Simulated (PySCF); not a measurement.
Xe²⁺: excitation energy

Xe²⁺ [Kr] 4d10 5s2 5p4 (3P) → Xe²⁺ [Kr] 4d10 5s2 5p3 5d1 (5D), as a difference of total energies. Computed with PySCF 2.14 in aug-cc-pVQZ-PP with ECP28MDF, with scalar relativity through the core potential. Correlated levels: valence: 4s2 4p6 4d10 frozen. The calculations carry no spin-orbit coupling.

```tsv
method	excitation energy (cm⁻¹)
UHF	101200
LDA	107760
PBE	104510
PBE0	105090
r2SCAN	106460
BLYP	106970
B97-3	106590
TPSS	105070
M06-2X	105570
MP2 (valence)	105070
SCS-MP2 (valence)	106630
```

The promoted electron is Rydberg-like, and one or two diffuse shells describe it only roughly, which tends to raise the upper state.
